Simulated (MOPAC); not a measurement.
MOPAC input (AM1):

```
AM1 PRECISE GNORM=0.05 LET XYZ GEO-OK AUX(PRECISION=9) THREADS=1
C3H11ClOSi2

C    -1.72846600 1    0.11532200 1    1.53286800 1
Si   -1.30624800 1   -0.09494800 1   -0.27287200 1
C    -2.53855600 1   -1.19808600 1   -1.13565900 1
C    -1.16762200 1    1.56359900 1   -1.12241400 1
O     0.16765400 1   -0.86487700 1   -0.37558000 1
Si    1.76423900 1   -0.66373500 1   -0.25493200 1
Cl    2.19905400 1    0.87609600 1    1.06648300 1
H    -2.69788100 1    0.60457200 1    1.65510700 1
H    -1.77428200 1   -0.85092300 1    2.03988300 1
H    -0.97654500 1    0.72504100 1    2.03768100 1
H    -2.27075100 1   -1.34097500 1   -2.18465400 1
H    -3.54117100 1   -0.76509700 1   -1.10103800 1
H    -2.58131000 1   -2.18130700 1   -0.66242100 1
H    -2.12059700 1    2.09758800 1   -1.09710600 1
H    -0.42021600 1    2.19153700 1   -0.63259900 1
H    -0.87824500 1    1.44813500 1   -2.16939800 1
H     2.38187100 1   -1.88785900 1    0.28167700 1
H     2.34996200 1   -0.27876400 1   -1.55221900 1
```

From the output:

```
                                                       MOPAC v23.2.5 Linux

          FINAL HEAT OF FORMATION =       -169.02144 KCAL/MOL =    -707.18570 KJ/MOL

          COSMO AREA              =        189.28 SQUARE ANGSTROMS
          COSMO VOLUME            =        200.57 CUBIC ANGSTROMS

          GRADIENT NORM           =          0.04856          =       0.01144 PER ATOM
          IONIZATION POTENTIAL    =         10.584520 EV
          HOMO LUMO ENERGIES (EV) =        -10.585  0.087
          NO. OF FILLED LEVELS    =         22
          MOLECULAR WEIGHT        =        154.7433         POINT GROUP:  C1

          MOLECULAR DIMENSIONS (Angstroms)

            Atom       Atom       Distance
            H    12   Cl     7     6.57492
            H    18    H     8     5.55548
            H    15    H    17     4.64548

          SCF CALCULATIONS        =        239

   ATOM   CHEMICAL          X               Y               Z
  NUMBER   SYMBOL      (ANGSTROMS)     (ANGSTROMS)     (ANGSTROMS)

     1       C         -1.83059919  *   0.08747009  *   1.49213334  *
     2      Si         -1.43273513  *   0.00554641  *  -0.26943385  *
     3       C         -2.45831804  *  -1.20611217  *  -1.13822248  *
     4       C         -1.49923991  *   1.63395206  *  -1.05315469  *
     5       O          0.20332736  *  -0.58120202  *  -0.42223014  *
     6      Si          1.88028549  *  -0.77422767  *  -0.21263329  *
     7      Cl          2.57224936  *   0.78223191  *   0.99165169  *
     8       H         -2.92143709  *   0.23704138  *   1.67069266  *
     9       H         -1.53920593  *  -0.85201521  *   2.01864268  *
    10       H         -1.29748110  *   0.92452121  *   2.00125309  *
    11       H         -1.81729491  *  -1.92119287  *  -1.70815212  *
    12       H         -3.15024089  *  -0.72994550  *  -1.87120663  *
    13       H         -3.08191257  *  -1.81144861  *  -0.44017273  *
    14       H         -2.50776690  *   1.86115340  *  -1.47142444  *
    15       H         -1.24590976  *   2.45427866  *  -0.34158100  *
    16       H         -0.77256455  *   1.70020094  *  -1.89779268  *
    17       H          2.16779915  *  -2.03447523  *   0.44925103  *
    18       H          2.55662571  *  -0.70605785  *  -1.49588940  *

                             CARTESIAN COORDINATES

   1    C       -1.830599194     0.087470088     1.492133345
   2   Si       -1.432735128     0.005546408    -0.269433851
   3    C       -2.458318038    -1.206112175    -1.138222479
   4    C       -1.499239915     1.633952058    -1.053154691
   5    O        0.203327358    -0.581202024    -0.422230144
   6   Si        1.880285488    -0.774227668    -0.212633288
   7   Cl        2.572249365     0.782231913     0.991651693
   8    H       -2.921437094     0.237041377     1.670692660
   9    H       -1.539205928    -0.852015213     2.018642678
  10    H       -1.297481105     0.924521209     2.001253092
  11    H       -1.817294915    -1.921192871    -1.708152123
  12    H       -3.150240890    -0.729945501    -1.871206628
  13    H       -3.081912574    -1.811448608    -0.440172730
  14    H       -2.507766895     1.861153402    -1.471424442
  15    H       -1.245909763     2.454278659    -0.341581003
  16    H       -0.772564554     1.700200942    -1.897792676
  17    H        2.167799148    -2.034475228     0.449251033
  18    H        2.556625705    -0.706057853    -1.495889399

           Empirical Formula: C3 H11 O Si2 Cl  =    18 atoms

      MOLECULAR POINT GROUP   :   C1

                  EIGENVALUES
 -36.25860 -34.75486 -29.51816 -28.42968 -28.41006 -18.14219 -15.77318 -14.88101
 -14.74842 -14.40376 -13.88092 -13.86131 -13.32515 -13.24294 -13.05328 -12.98519
 -12.39455 -12.21455 -11.78851 -11.28361 -10.85507 -10.58452   0.08679   0.70329
   1.46001   1.63975   2.09183   2.22130   2.23943   3.65589   4.32091   4.35772
   4.39133   4.42110   4.44750   4.54245   5.18446   5.29694   5.30771

              NET ATOMIC CHARGES AND DIPOLE CONTRIBUTIONS

  ATOM NO.   TYPE          CHARGE      No. of ELECS.   s-Pop       p-Pop
    1          C          -0.629822        4.6298     1.28056     3.34926
    2         Si           1.543200        2.4568     0.74066     1.71614
    3          C          -0.619513        4.6195     1.27904     3.34048
    4          C          -0.628012        4.6280     1.28041     3.34760
    5          O          -0.917198        6.9172     1.80980     5.10740
    6         Si           1.293507        2.7065     0.80205     1.90444
    7         Cl          -0.390810        7.3908     1.98039     5.41042
    8          H           0.092525        0.9075     0.90747
    9          H           0.095059        0.9049     0.90494
   10          H           0.096684        0.9033     0.90332
   11          H           0.101775        0.8982     0.89823
   12          H           0.090770        0.9092     0.90923
   13          H           0.091146        0.9089     0.90885
   14          H           0.091477        0.9085     0.90852
   15          H           0.094775        0.9052     0.90523
   16          H           0.097855        0.9021     0.90214
   17          H          -0.252966        1.2530     1.25297
   18          H          -0.250452        1.2505     1.25045
 DIPOLE           X         Y         Z       TOTAL
 POINT-CHG.    -1.243    -1.131    -0.960     1.935
 HYBRID        -0.632     0.216     0.044     0.669
 SUM           -1.875    -0.915    -0.916     2.278

          ATOMIC ORBITAL ELECTRON POPULATIONS

     Atom    s        px        py        pz
    1  C   1.28056   1.05800   1.05831   1.23296
    2 Si   0.74066   0.47979   0.60912   0.62723
    3  C   1.27904   1.10473   1.13946   1.09628
    4  C   1.28041   1.05043   1.20386   1.09331
    5  O   1.80980   1.38108   1.84499   1.88133
    6 Si   0.80205   0.52567   0.67593   0.70284
    7 Cl   1.98039   1.90984   1.69282   1.80776
    8  H   0.90747
    9  H   0.90494
   10  H   0.90332
   11  H   0.89823
   12  H   0.90923
   13  H   0.90885
   14  H   0.90852
   15  H   0.90523
   16  H   0.90214
   17  H   1.25297
   18  H   1.25045

 **********************
 *                    *
 * JOB ENDED NORMALLY *
 *                    *
 **********************

 == MOPAC DONE ==
```

The geometry given is a B3LYP-D3(BJ)/def2-TZVP minimum.
